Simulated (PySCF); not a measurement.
A GIAO shielding run with PySCF 2.14 (density fitting, non-relativistic, gas phase) on `CC#CC(=O)/C=C/[SiH](C)C`, C8H12OSi:

```
$ OMP_NUM_THREADS=1 python probes_run.py task.json out

{"job": {"kind": "nmr", "xc": "PBE0", "basis": "pcSseg-1"}, "charge": 0, "multiplicity": 1}
C      5.323172     0.240002     0.451594
C      4.010742     0.363144    -0.131452
C      2.904555     0.455633    -0.599027
C      1.614955     0.596325    -1.216717
O      1.471168     1.075100    -2.324720
C      0.496764     0.107424    -0.381197
C     -0.764248     0.169622    -0.810178
Si    -2.293441    -0.409197     0.132016
C     -3.454934     1.081787     0.349655
C     -3.159601    -1.746262    -0.907998
H      5.942791    -0.400417    -0.175552
H      5.788844     1.223128     0.513752
H      5.258638    -0.190339     1.450327
H      0.757331    -0.298221     0.586264
H     -0.902097     0.597512    -1.798684
H     -1.890447    -0.949441     1.441711
H     -3.754309     1.490841    -0.611350
H     -4.358845     0.799086     0.880666
H     -2.978521     1.879910     0.910803
H     -4.052714    -2.111396    -0.409966
H     -3.460925    -1.357331    -1.876739
H     -2.509287    -2.597525    -1.085040
```

Hardware: 1 thread of an Intel Xeon, shared host. The job also computes population analyses, field gradients.

Question: How large is the calculation?

Answer: 82 electrons, 237 basis functions and 1246 auxiliary functions.

Question: How long does it take, and how much memory does it need?

Answer: 2.3 min of wall time, with 16 SCF cycles and 5 response iterations; peak memory 1.1 GiB. Times on a shared host scatter by some tens of per cent.
